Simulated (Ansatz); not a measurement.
C2H2ClO2Si, SMILES `[C]#C[Si](O)(O)Cl` radical, charge 0, multiplicity 2.

(1) Give a relaxed structure at PBE0-D4/def2-TZVP (Ansatz). (Best estimate.)

Answers

(1) Computed: 
```xyz
8

C    -0.067    2.236    1.752
C     0.054    1.245    1.067
Si    0.226   -0.189   -0.034
O    -0.952   -1.215    0.406
O     0.168    0.265   -1.593
Cl    2.055   -1.045    0.195
H    -0.917   -2.115    0.077
H    -0.567    0.818   -1.868
```
